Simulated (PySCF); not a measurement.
Compound: CH13NSi5.
SMILES with atom numbers: `[CH3:1][NH:2][SiH:3]1[SiH2:4][SiH2:5][SiH2:6][SiH2:7]1` (hydrogens: H8, H9, H10 on C1; H11 on N2; H12 on Si3; H13, H14 on Si4; H15, H16 on Si5; H17, H18 on Si6; H19, H20 on Si7)

Structure used (PBE0-D3(BJ)/def2-SVP), in Å, numbered top down from 1:
```xyz
20
CH13NSi5 angstrom
C      2.4071   -0.9915    0.0781
N      1.3645   -0.4446   -0.7601
Si     0.7396    1.1852   -0.6335
Si    -0.0051    1.2932    1.5896
Si    -1.2101   -0.7299    1.5896
Si    -2.1049   -0.9096   -0.5910
Si    -1.3014    0.9702   -1.7640
H      3.4329   -0.7422   -0.2551
H      2.2998   -0.6092    1.1064
H      2.3293   -2.0896    0.1393
H      1.3208   -0.8805   -1.6760
H      1.6535    2.2927   -1.0764
H     -0.9236    2.4583    1.7929
H      1.0662    1.3397    2.6348
H     -2.2908   -0.7549    2.6261
H     -0.2772   -1.8691    1.8600
H     -3.6017   -0.9656   -0.5637
H     -1.6065   -2.1569   -1.2524
H     -2.1910    2.1589   -1.5766
H     -1.1499    0.6998   -3.2299
```

Linear response at CAM-B3LYP/def2-SVPD (PySCF, frozen core in the response, non-relativistic). Isolated species at its PBE0-D3(BJ)/def2-SVP geometry (one conformer only).

Static isotropic polarisability: 165.98 au (24.60 Å³), principal values 148.3, 172.8, 176.8 au.

What is the polarisability at 1064 nm and at the sodium D line?

168.10 au at 1064 nm (+1.3 %), 173.17 au at 589.3 nm (+4.3 %). The rise at 589.3 nm is 3.39 times that at 1064 nm; a pure ω² law gives 3.26. The lowest singlet lies at 229 nm, shorter than both wavelengths.

What is the isotropic C6 coefficient between two such molecules, C6 = (3/π)∫α(iω)² dω?

8646 au (Eh·bohr⁶) by a ten-point quadrature over imaginary frequencies, which is 5170 eV·Å⁶ or 498 J·nm⁶/mol.

Which effective excitation energy ω̄ makes London's formula C6 = (3/4)α²ω̄ exact here?

ω̄ = 4·C6/(3α²) = 0.418 Eh = 11.4 eV. A one-pole form α(ω) = α/(1 − ω²/ω̄²) fitted to the 1064 nm value gives 10.4 eV. London's choice of the ionisation energy (8.74 eV, ΔSCF at the same level) gives C6 = 6640 au, 23 % too low.

How anisotropic is the static polarisability, by Δα² = ½[(α1 − α2)² + (α2 − α3)² + (α3 − α1)²]?

Δα = 26.7 au, or 0.16 of the isotropic value.

What three-body coefficient follows from the one-pole estimate C9 = (3/4)·α·C6?

1.08e+06 au. This is an estimate from the two numbers above, not a computed integral.

What n − 1 at the D line would an ideal gas of it have at 273.15 K and 1 atm (2.6868 × 10¹⁹ cm⁻³), by n − 1 = 2π·N·α′?

43.32 × 10⁻⁴, a formal value whether or not that pressure can be reached.

The lowest 10 singlets have (eV, f): 5.42, 0.002; 5.62, 0.013; 5.93, 0.004; 6.19, 0.008; 6.26, 0.005; 6.44, 0.006; 6.50, 0.018; 6.59, 0.015; 6.63, 0.045; 6.70, 0.002. What share of the static polarisability do they carry in the sum over states α = Σ f/ω²?

2.14 au, 1.3 % of α; the largest term, 0.76 au, is that of the state at 6.63 eV. Their oscillator strengths add up to 0.12. Higher states carry the rest.
